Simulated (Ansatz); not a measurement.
Input for Ansatz (an electronic-structure program): U-CCSD(T)/cc-pVQZ on N (SMILES [N]).

Ansatz 0.2 input:
```yaml
crystal:
  periodic: [false, false, false]
  atoms:
    - {symbol: N, position_ang: [0.00000000, 0.00000000, 0.00000000]}
basis:
  gaussian:
    orbitals: cc-pVQZ
magnetization: {spin_polarized: true, initial_magnetization: 3}
correlation: {method: ccsd_t, electrons: outside_noble_gas}
scf: {omitted_lower_state_checks: [cluster_reference]}
```

Question: Predict the final total energy.

Answer: -54.5248 hartree (reference determinant -54.4037, T1 diagnostic 0.006).
